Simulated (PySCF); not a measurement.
C3H9InO2 (SMILES CC[CH2][In]([OH])[OH]), singlet, geometry from GFN2-xTB (such geometries of metal compounds can be far from the true shape) (core potentials on In); DF-CAMB3LYP/def2-SVPD (PySCF).

The PySCF input:
```python
from pyscf import gto, scf, dft

mol = gto.M(
    atom='''
In    0.16903810    0.63913022    0.16075290
O     1.31978208    2.19789547   -0.21408738
H     1.14875821    2.97691927    0.31347154
O    -1.19018681    1.06604563    1.52442548
H    -1.16815914    1.96357014    1.85325419
C     0.35834763   -1.35580042   -0.82007085
C    -0.80421453   -2.25012634   -0.45077469
C    -0.65095349   -3.62564953   -1.09993894
H     1.31297555   -1.76002705   -0.48596339
H     0.40769844   -1.15300079   -1.88884984
H    -0.85412450   -2.36543950    0.63492733
H    -1.74325825   -1.79703216   -0.77968599
H    -0.61933566   -3.53608777   -2.18399754
H    -1.49021806   -4.26231862   -0.83080570
H     0.26695636   -4.10603526   -0.76724082
''',
    basis='def2-svpd',
    ecp={'In': 'def2-svpd'},
    verbose=4,
    max_memory=1800,
)

mf = dft.RKS(mol)
mf.xc = 'camb3lyp'
mf = mf.density_fit(auxbasis='def2-universal-jkfit')
mf.kernel()
```

What the program printed (banner, timings and long lists left out):

```
PySCF version 2.14.0

[INPUT] verbose = 4
[INPUT] num. atoms = 15
[INPUT] num. electrons = 64
[INPUT] charge = 0
[INPUT] spin (= nelec alpha-beta = 2S) = 0
[INPUT] symmetry False subgroup None
[INPUT] Mole.unit = angstrom
[INPUT] Symbol           X                Y                Z      unit          X                Y                Z       unit  Magmom
[INPUT]  1 In     0.169038100000   0.639130220000   0.160752900000 AA    0.319435713617   1.207781073733   0.303778954730 Bohr   0.0
[INPUT]  2 O      1.319782080000   2.197895470000  -0.214087380000 AA    2.494026675309   4.153420488722  -0.404566514926 Bohr   0.0
[INPUT]  3 H      1.148758210000   2.976919270000   0.313471540000 AA    2.170838400246   5.625562115240   0.592375358446 Bohr   0.0
[INPUT]  4 O     -1.190186810000   1.066045630000   1.524425480000 AA   -2.249127107970   2.014534276989   2.880746654509 Bohr   0.0
[INPUT]  5 H     -1.168159140000   1.963570140000   1.853254190000 AA   -2.207500844507   3.710609790974   3.502142858303 Bohr   0.0
[INPUT]  6 C      0.358347630000  -1.355800420000  -0.820070850000 AA    0.677178878087  -2.562091473370  -1.549709309239 Bohr   0.0
[INPUT]  7 C     -0.804214530000  -2.250126340000  -0.450774690000 AA   -1.519745207096  -4.252122528270  -0.851840707986 Bohr   0.0
[INPUT]  8 C     -0.650953490000  -3.625649530000  -1.099938940000 AA   -1.230123815930  -6.851484635358  -2.078583350344 Bohr   0.0
[INPUT]  9 H      1.312975550000  -1.760027050000  -0.485963390000 AA    2.481164197750  -3.325969096326  -0.918337713665 Bohr   0.0
[INPUT] 10 H      0.407698440000  -1.153000790000  -1.888849840000 AA    0.770438393012  -2.178855714507  -3.569408888029 Bohr   0.0
[INPUT] 11 H     -0.854124500000  -2.365439500000   0.634927330000 AA   -1.614061381281  -4.470032819228   1.199838762701 Bohr   0.0
[INPUT] 12 H     -1.743258250000  -1.797032160000  -0.779685990000 AA   -3.294280656889  -3.395898619436  -1.473392984260 Bohr   0.0
[INPUT] 13 H     -0.619335660000  -3.536087770000  -2.183997540000 AA   -1.170374776577  -6.682237437724  -4.127157207324 Bohr   0.0
[INPUT] 14 H     -1.490218060000  -4.262318620000  -0.830805700000 AA   -2.816103999281  -8.054614847434  -1.569995235728 Bohr   0.0
[INPUT] 15 H      0.266956360000  -4.106035260000  -0.767240820000 AA    0.504474407611  -7.759282099207  -1.449875021387 Bohr   0.0

nuclear repulsion = 336.230771552363
number of shells = 90
number of NR pGTOs = 313
number of NR cGTOs = 210
basis = def2-svpd
ecp = {'In': 'def2-svpd'}

******** <class 'pyscf.df.df_jk.DFRKS'> ********
method = DFRKS
initial guess = minao
damping factor = 0
level_shift factor = 0
DIIS = <class 'pyscf.scf.diis.CDIIS'>
diis_start_cycle = 1
diis_space = 8
diis_damp = 0
SCF conv_tol = 1e-09
SCF conv_tol_grad = None
SCF max_cycles = 50
direct_scf = False
XC library pyscf.dft.libxc version 7.1.2
    S. Lehtola, C. Steigemann, M. J. T. Oliveira, and M. A. L. Marques,  SoftwareX 7, 1–5 (2018)
XC functionals = camb3lyp
    T. Yanai, D. P. Tew, and N. C. Handy,  Chem. Phys. Lett. 393, 51 (2004)
radial grids:
    Treutler-Ahlrichs [JCP 102, 346 (1995); DOI:10.1063/1.469408] (M4) radial grids

becke partition: Becke, JCP 88, 2547 (1988); DOI:10.1063/1.454033
pruning grids: <function nwchem_prune>
grids dens level: 3
symmetrized grids: False
atomic radii adjust function: <function treutler_atomic_radii_adjust>
small_rho_cutoff = 0
Set gradient conv threshold to 3.16228e-05
Initial guess from minao.
tot grids = 180664
******** <class 'pyscf.df.df.DF'> ********
auxbasis = def2-universal-jkfit
Create RSH-DF object <pyscf.df.df.DF object> for omega=0.33
******** <class 'pyscf.df.df.DF'> ********
auxbasis = auxmol.basis = def2-universal-jkfit
init E= -438.589327694535
  HOMO = -0.570146042316603  LUMO = -0.524830451952869  gap/eV = 1.23310
cycle= 1 E= -458.85302266092  delta_E= -20.3  |g|= 2.16  |ddm|= 15.9
  HOMO = -0.0105581173637226  LUMO = 0.0129638583636415  gap/eV = 0.64007
cycle= 2 E= -456.386147202426  delta_E= 2.47  |g|=  3.4  |ddm|= 52.5
  HOMO = -0.312862795144849  LUMO = -0.0781295524404939  gap/eV = 6.38742
cycle= 3 E= -459.873734276381  delta_E= -3.49  |g|= 0.769  |ddm|= 51.7
  HOMO = -0.341957929604429  LUMO = -0.0479197665210691  gap/eV = 8.00119
cycle= 4 E= -460.000359901112  delta_E= -0.127  |g|= 0.232  |ddm|= 1.08
  HOMO = -0.335533556761848  LUMO = -0.0131838989398005  gap/eV = 8.77158
cycle= 5 E= -460.014261320436  delta_E= -0.0139  |g|= 0.0423  |ddm|= 0.589
  HOMO = -0.335739020431925  LUMO = -0.0148841421575021  gap/eV = 8.73091
cycle= 6 E= -460.014749185514  delta_E= -0.000488  |g|= 0.0297  |ddm|= 0.107
  HOMO = -0.338106100031327  LUMO = -0.0165899320320442  gap/eV = 8.74890
cycle= 7 E= -460.014935695233  delta_E= -0.000187  |g|= 0.0121  |ddm|= 0.0467
  HOMO = -0.338409075314886  LUMO = -0.0170109244205854  gap/eV = 8.74569
cycle= 8 E= -460.014966154684  delta_E= -3.05e-05  |g|= 0.00406  |ddm|= 0.0181
  HOMO = -0.338227386798228  LUMO = -0.017072201731434  gap/eV = 8.73908
cycle= 9 E= -460.014970906126  delta_E= -4.75e-06  |g|= 0.000762  |ddm|= 0.00762
  HOMO = -0.338317764317532  LUMO = -0.0171237267121676  gap/eV = 8.74013
cycle= 10 E= -460.014971132583  delta_E= -2.26e-07  |g|= 0.000284  |ddm|= 0.00233
  HOMO = -0.338276349335582  LUMO = -0.0170992271258754  gap/eV = 8.73967
cycle= 11 E= -460.014971153167  delta_E= -2.06e-08  |g|= 0.000111  |ddm|= 0.000554
  HOMO = -0.338289067241343  LUMO = -0.0170982401922224  gap/eV = 8.74005
cycle= 12 E= -460.014971156709  delta_E= -3.54e-09  |g|= 4.28e-05  |ddm|= 0.000252
  HOMO = -0.338286784418016  LUMO = -0.0170994395294102  gap/eV = 8.73995
cycle= 13 E= -460.014971157307  delta_E= -5.98e-10  |g|= 4.64e-06  |ddm|= 8.61e-05
  HOMO = -0.33828671817367  LUMO = -0.0170996435704964  gap/eV = 8.73995
Extra cycle  E= -460.01497115732  delta_E= -1.3e-11  |g|= 3.68e-06  |ddm|= 1.79e-05
converged SCF energy = -460.01497115732
```
